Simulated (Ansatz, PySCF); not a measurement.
Species: C3H7N, charge 0, singlet. C3H7N (SMILES NC1CC1).
B3LYP-D3(BJ)/def2-TZVP minimum from Ansatz (a program for electronic structure):
```
C
H 1 1.0888
N 1 1.4402 2 118.06
H 3 1.0133 1 111.20 2 -60.10
H 3 1.0133 4 107.85 1 -122.16
C 1 1.5007 2 115.87 3 146.09
H 6 1.0812 1 116.46 2 -146.10
H 6 1.0815 7 115.26 1 -145.27
C 1 1.5007 2 115.87 3 -146.09
H 9 1.0812 1 116.46 2 146.10
H 9 1.0815 10 115.26 1 145.27
```
Charge 0, spin multiplicity 1.

Quantity: enthalpy of formation at 298 K (by atomisation, with ideal-gas terms from PySCF's Hessian at B3LYP-D3(BJ)/def2-TZVP and the atoms' measured values of the G2/97 table; no spin-orbit terms), in kcal/mol. Radicals and triplets start from unrestricted determinants; spin-orbit coupling is neglected. CBS(X,Y): correlation extrapolated as X^-3, Hartree-Fock from the larger set. A bracket is a step between two methods taken in the basis named. Functionals run without relativity, which enters their misses. 'core' is core correlation in cc-pwCVTZ, 'X2C' scalar relativity in cc-pVTZ-DK, both at CCSD(T). Where a partner has so few electrons that a lower coupled-cluster level is exact, that level stands in.

Measured: 18.4 kcal/mol, 77.0 kJ/mol (CRC Handbook, as tabulated in the package chemicals); atomic spin-orbit terms, which the calculations lack, would raise the computed values.

What does PBE/def2-TZVPD (Ansatz) give here, and how do the other levels compare?

PBE gives -3.9 kcal/mol, 22.3 kcal/mol below it. Errors of the others: r2SCAN/def2-TZVPD (Ansatz) 1.8; wB97M-V/def2-TZVPD (Ansatz) -3.1; CCSD(T)/CBS(cc-pVTZ,cc-pVQZ) + core + X2C (Ansatz) -0.8; CCSD(T)/CBS(cc-pVTZ,cc-pVQZ) + [CCSDT(Q) - CCSD(T)]/cc-pVDZ + core + X2C (Ansatz) -1.3 kcal/mol. Nearer than PBE: r2SCAN/def2-TZVPD, wB97M-V/def2-TZVPD, CCSD(T)/CBS(cc-pVTZ,cc-pVQZ) + core + X2C, CCSD(T)/CBS(cc-pVTZ,cc-pVQZ) + [CCSDT(Q) - CCSD(T)]/cc-pVDZ + core + X2C.
